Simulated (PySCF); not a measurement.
Molecular orbitals of TlS

PBE0 at R = 2.586 Å; Tl x2c-TZVPPall, S x2c-TZVPPall; spin-free X2C with a Gaussian nucleus (PySCF 2.14). State: doublet, unpaired electrons π ↑, a mixture of terms (⟨Lz²⟩ = 1.5). Only the outer orbitals are listed, counted within each symmetry.

```
spin  orbital  occ.  ε (eV)  on Tl (%)           main shells (%)
   α      18σ     1  -11.03         81           81 Tl s, 15 S p
   α      10π     1   -8.00          4                    96 S p
   α      10π     1   -6.72          7                    93 S p
   α      19σ     1   -6.58         33  66 S p, 18 Tl p, 14 Tl s
   α      11π     0   -1.74         97                   97 Tl p
   α      11π     0   -1.58         95                   94 Tl p
   α      20σ     0    0.17         93            88 Tl p, 9 S p
   β      18σ     1  -10.92         81           81 Tl s, 13 S p
   β      10π     1   -6.35          9                    91 S p
   β      19σ     1   -6.30         33  67 S p, 20 Tl p, 12 Tl s
   β      10π     0   -3.70         22           78 S p, 20 Tl p
   β      11π     0   -1.57         93                   93 Tl p
   β      11π     0   -1.39         81           80 Tl p, 18 S p
```

Which are the highest filled and the lowest empty level, where do they sit, and how wide is the gap?

Highest filled β 19σ at -6.30 eV (in %: 67 S p, 20 Tl p, 12 Tl s); lowest empty β 10π at -3.70 eV (in %: 78 S p, 20 Tl p); the gap at PBE0 is 2.60 eV.

| Item | Value |
| --- | --- |
| bond order (Mayer) | 0.99 |
| ⟨S²⟩ | 0.756 |
| charge on Tl (Mulliken, basis-dependent) | 0.40 |
| charge on Tl (Löwdin, basis-dependent) | 0.13 |
| dipole moment (positive dipole means Tl(−)S(+)) | -3.62 D |
| polarisability along the bond | 88.4 bohr³ |
| polarisability across the bond | 42.5 bohr³ |

These are scalar-relativistic numbers at best; spin–orbit coupling would shift them, the dissociation energy most. The state was picked by a PBE0 search and need not be the measured ground state.
